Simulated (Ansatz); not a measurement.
C$_{2}$H$_{9}$AlSSi, SMILES `C[SiH2][CH2][AlH][SH]`, relaxed with RKS PBE0-D4/def2-TZVP in Ansatz 0.2.0 from a PBE-D4/def2-SVP geometry. The force threshold is 0.005 eV/Å; the program also tests the step.

Charge 0, multiplicity 1.

Start:

```xyz
14

C     1.667    1.126   -0.391
Si   -0.216    1.144   -0.592
C    -0.890   -0.622   -0.717
Al   -0.267   -1.778    0.736
S    -1.290   -1.787    2.686
H     1.975    0.606    0.541
H     2.152    0.606   -1.244
H     2.072    2.157   -0.347
H    -0.840    1.818    0.605
H    -0.583    1.956   -1.811
H    -2.001   -0.575   -0.728
H    -0.562   -1.054   -1.689
H     1.021   -2.715    0.642
H    -2.239   -0.883    2.310
```

```
step  energy (eV)  largest force (eV/Å)  largest move (Å)
   1  -27521.3768                 0.496             0.000
   2  -27521.4201                 0.181             0.049
   3  -27521.4247                 0.043             0.029
   4  -27521.4252                 0.038             0.038
   5  -27521.4257                 0.019             0.011
   6  -27521.4270                 0.016             0.064
   7  -27521.4288                 0.085             0.196
   8  -27521.4301                 0.061             0.017
   9  -27521.4323                 0.053             0.133
  10  -27521.4342                 0.109             0.196
  11  -27521.4346                 0.140             0.158
  12  -27521.4364                 0.111             0.026
  13  -27521.4376                 0.050             0.051
  14  -27521.4388                 0.034             0.120
  15  -27521.4391                 0.036             0.156
  16  -27521.4393                 0.023             0.039
  17  -27521.4394                 0.012             0.012
  18  -27521.4394                 0.009             0.015
  19  -27521.4394                 0.005             0.014
  20  -27521.4394                 0.004             0.006
  21  -27521.4395                 0.007             0.016
  22  -27521.4395                 0.010             0.023
  23  -27521.4395                 0.005             0.003
  24  -27521.4395                 0.003             0.003
```

End:

```xyz
14

C     1.512    1.176   -0.177
Si   -0.310    1.048   -0.592
C    -0.823   -0.726   -0.865
Al   -0.338   -1.925    0.587
S    -0.785   -1.351    2.649
H     1.739    0.665    0.764
H     2.126    0.732   -0.965
H     1.815    2.219   -0.065
H    -1.109    1.608    0.539
H    -0.602    1.887   -1.790
H    -1.913   -0.750   -0.987
H    -0.388   -1.101   -1.799
H     0.402   -3.311    0.406
H    -1.326   -0.171    2.295
```

It took 2 min on 4 threads of an Arm Neoverse V1 on a shared host, with 0.74 GiB of host memory at the peak.
